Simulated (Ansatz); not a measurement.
Input for Ansatz (an electronic-structure program): R-r2SCAN/def2-TZVPPD on N2 (SMILES N#N) with ghost functions. Files ending in .json are basis or fitting sets from the Basis Set Exchange.

Ansatz 0.2 input:
```yaml
crystal:
  periodic: [false, false, false]
  atoms:
    - {symbol: N, position_ang: [-0.47407844, 0.52883597, -0.25862598]}
    - {symbol: N, position_ang: [0.54419226, 0.13944552, -0.29480866]}
basis:
  gaussian:
    orbitals: def2-TZVPPD.json
    ghost_atoms:
      - {symbol: P, position_ang: [0.18285659, -0.21928081, 3.73000697]}
      - {symbol: H, position_ang: [-0.80319020, -0.83555997, 2.91737809]}
      - {symbol: H, position_ang: [-0.02267637, 1.05992488, 3.15221420]}
      - {symbol: H, position_ang: [1.23785637, -0.54326857, 2.83877250]}
hamiltonian:
  xc: {name: r2SCAN}
scf: {lower_state_search: off}
```

The head of its log:

```
Functional definition: r2SCAN
[...]
these checks for a lower state are left out or cut short: stability, starts, cluster_reference, orbital_swaps, neighbouring_geometries, increment
integrals: 0.07 GiB planned
825 factors; their error is unknown
mean field: 0.54 GiB planned
mean field evaluation 1: about -2978.6128 eV, gradient 2.8e1 eV
mean field evaluation 2: about -2979.1953 eV, gradient 2.1e1 eV
```

Problem. Predict the final total energy.

Solution. -109.5125 hartree.
